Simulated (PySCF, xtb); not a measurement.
C3H4O2Si, SMILES C1([SiH2]C(=O)C1)=O.

GFN2-xTB (xtb) at its own geometry gives an orbital gap of 2.13 eV and a dipole moment of 1.44 D.

Geometry: B3LYP-D3(BJ)/def2-SVP. The structure was generated by enumeration, and PubChem lists no compound with its InChIKey, so it may never have been made.

Question: What does B3LYP/def2-TZVP (PySCF) give? (Estimate from the structure and the level; the computed values follow.)

Answer: gap 3.79 eV (levels -6.56 and -2.77 eV), dipole 0.67 D.
